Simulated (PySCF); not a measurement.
PySCF 2.14 output of an unrestricted wB97X calculation on a single atom or ion in x2c-TZVPPall, with the spin-free X2C one-electron Hamiltonian (Gaussian nucleus):

```
SCF conv_tol = 1e-09
number electrons alpha = 27  beta = 25
    J.-D. Chai and M. Head-Gordon.,  J. Chem. Phys. 128, 084106 (2008)
cycle= 1 E= -7444.99319816284  delta_E= -0.0115  |g|= 0.0265  |ddm|= 0.188
cycle= 2 E= -7444.99336808524  delta_E= -0.00017  |g|= 0.00923  |ddm|= 0.0293
cycle= 3 E= -7444.99338443318  delta_E= -1.63e-05  |g|= 0.00359  |ddm|= 0.00949
cycle= 4 E= -7444.9933869352  delta_E= -2.5e-06  |g|= 0.000417  |ddm|= 0.00323
cycle= 5 E= -7444.99338711533  delta_E= -1.8e-07  |g|= 2.48e-05  |ddm|= 0.00125
cycle= 6 E= -7444.99338711585  delta_E= -5.12e-10  |g|= 2.05e-06  |ddm|= 5.08e-05
converged SCF energy = -7444.99338711585  <S^2> = 2.002694  2S+1 = 3.0017955
```

The run itself started from symmetry-adapted Hartree-Fock orbitals and held the occupation by maximum overlap, on a logarithmic radial grid, so the iterations belong to that start.

Question: Which element, charge and spin multiplicity is this?

Answer: Xe²⁺ (xenon, charge +2), multiplicity 3; the state was [Kr] 4d10 5s1 5p5, high-spin 3P determinant (an excited configuration).
